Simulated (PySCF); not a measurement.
A structure optimised at PBE0-D3(BJ)/def2-SVP, used in a PySCF frequency run:

```xyz
8

B      0.4595    -0.6838     0.0000
Cl    -0.7732    -1.9676     0.0000
Ge    -0.1310     1.2985     0.0000
H     -0.9959     1.5924    -1.2411
H     -0.9959     1.5924     1.2411
H      1.0688     2.2631     0.0000
O      1.7570    -1.0196     0.0000
H      1.9048    -1.9755     0.0000
```

Problem. Write its SMILES, formula and point group.

Solution. O[B](Cl)[GeH3], BClGeH4O, Cs

Problem. What are its rotational constants (standard atomic weights)?

Solution. 6.0277, 1.6920, 1.3429 GHz
